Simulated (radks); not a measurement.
Problem. Excited configurations of Ge13+: one electron is placed in a higher orbital outside [Ar]. The ground configuration is [Ar] 3d1. Calculated with a radial shooting solver on a logarithmic mesh with Libxc functionals: Dirac Kohn-Sham, PBE, spin-unpolarised, spherical densities, finite nucleus; open shells are shared between the two j in proportion to 2j + 1; Fermi nuclear charge, rms radius 4.0742 fm. Excitation = E - E(ground); binding = E(ion) - E, where the ion is the core of charge +14; n* = 14/sqrt(2 binding) in atomic units. These energies are relativistic, and a one-electron ion of charge +14 with no core already has n* below n in this formula (Dirac formula, point nucleus, mean over j: 4p 3.997, 4d 3.999, 4f 3.999, 5p 4.997, 5d 4.999, 5f 4.999, 6s 5.995, 6p 5.997, 6f 5.999, 7p 6.997, 7f 6.999). The quantum defect is therefore taken as that value minus n*, so that it holds no relativistic shift of the bare ion. Eigenvalue and <r> are those of j = l + 1/2.

| outer orbital | excitation (eV) | binding (eV) | n* | quantum defect | eigenvalue (eV) | <r> (bohr) |
|---|---|---|---|---|---|---|
| 4p | 175.22 | 231.56 | 3.394 | 0.604 | -221.70 | 1.190 |
| 4f | 229.85 | 176.93 | 3.882 | 0.117 | -167.14 | 1.161 |
| 5p | 268.91 | 137.87 | 4.398 | 0.599 | -132.93 | 2.030 |
| 5d | 282.31 | 124.47 | 4.629 | 0.370 | -119.88 | 2.104 |
| 5f | 293.46 | 113.32 | 4.851 | 0.148 | -108.72 | 2.092 |
| 6s | 310.28 | 96.503 | 5.257 | 0.739 | -93.518 | 2.981 |
| 6p | 315.20 | 91.579 | 5.396 | 0.601 | -88.549 | 3.078 |
| 6f | 328.43 | 78.352 | 5.834 | 0.165 | -75.520 | 3.225 |
| 7p | 341.47 | 65.316 | 6.390 | 0.607 | -63.228 | 4.337 |
| 7f | 349.40 | 57.381 | 6.817 | 0.182 | -55.435 | 4.567 |

Estimate the row for 4d.

Solution. excitation (eV) 204.46; binding (eV) 202.32; n* 3.631; quantum defect 0.368; eigenvalue (eV) -193.10; <r> (bohr) 1.216. The Delta-SCF ionisation energy is 406.78 eV (NIST Atomic Spectra Database: 407 eV, theoretical). Self-interaction in the functional shifts the binding energies and quantum defects, so they are the method's values and not measured ones. Spin polarisation and multiplet splitting are left out, so open shells lie too high by an amount that depends on their filling. Sharing an open shell by 2j + 1 raises it above the true ground level by a part of the spin-orbit splitting, which enters the differences from NIST.

Beside tabulated values, note that spin-unpolarised runs miss the spin-polarisation part of the exchange energy of open shells.
